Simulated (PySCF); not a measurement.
Species: C₅H₁₀Si.
Structure used (GFN2-xTB), in Å, numbered top down from 1:
```xyz
16
C5H10Si angstrom
C      2.607    0.267   -0.093
C      1.373   -0.135   -0.331
C      0.162    0.366    0.376
C     -0.900    0.907   -0.618
Si    -2.092   -0.527   -0.209
C     -0.649   -0.794    1.012
H      2.825    1.014    0.654
H      3.454   -0.128   -0.629
H      1.177   -0.886   -1.087
H      0.454    1.116    1.113
H     -0.527    0.974   -1.638
H     -1.251    1.899   -0.341
H     -2.246   -1.545   -1.250
H     -3.388   -0.164    0.365
H     -0.880   -0.607    2.058
H     -0.126   -1.748    0.966
```

Method: TDDFT CAM-B3LYP/def2-SVPD, vertical, gas phase, core orbitals frozen in the response in PySCF.

Transition dipole moments from the ground state, in atomic units and in the frame of the coordinates above (overall signs are arbitrary), for the states with f of 0.002 or more among the lowest 7:

```csv
state,E (hartree),μx,μy,μz
S1,0.2558,0.034,-0.161,0.156
S2,0.2652,-1.692,-0.409,-0.177
S3,0.2673,0.029,-0.314,0.294
S4,0.2687,-0.557,-0.003,0.086
S5,0.2786,0.038,-0.230,0.222
S6,0.2795,0.028,-0.176,0.169
S7,0.2835,0.260,0.053,0.008
```

Task: What oscillator strength does each state have?

Result: f = (2/3) ΔE |μ|² with ΔE in hartree (27.2114 eV).

```
state  |μ|² (au)  |μ| (D)      f
   S1      0.051     0.58  0.009
   S2      3.060     4.45  0.541
   S3      0.186     1.10  0.033
   S4      0.318     1.43  0.057
   S5      0.103     0.82  0.019
   S6      0.060     0.62  0.011
   S7      0.071     0.67  0.013
```

Task: What is the point group, and which symmetry does each of these states have?

Result: Cs. Polarised normal to the mirror plane, so A″: S1, S3, S5 and S6. Polarised in the mirror plane, so A′: S2, S4 and S7.

Task: Which bond between heavy atoms lies closest to the direction of the S2 transition dipole?

Result: C1–C2, at 6° from it; next Si5–C6 and C4–Si5 at 40°.

Task: What angle do the transition dipoles of S2 and S6 make?

Result: |cos θ| = |μa·μb| / (|μa| |μb|) = 0.01, so θ ≈ 89° (taken between 0 and 90°, since the signs are arbitrary).

Task: How is the summed strength of these states shared among x, y and z?

Result: (2/3) Σ ΔE μα² gives 0.575 for x, 0.068 for y and 0.041 for z, 0.684 in all.

Task: What peak molar absorption coefficient would the strongest computed level give as a lone Gaussian band 0.3 eV wide at half height?

Result: ε(max) = 2.175×10⁸ f / FWHM, with the width in cm⁻¹. S2: 2.175×10⁸ × 0.5410 / 2420 ≈ 49000 L mol⁻¹ cm⁻¹.

One conformer stands for the species.
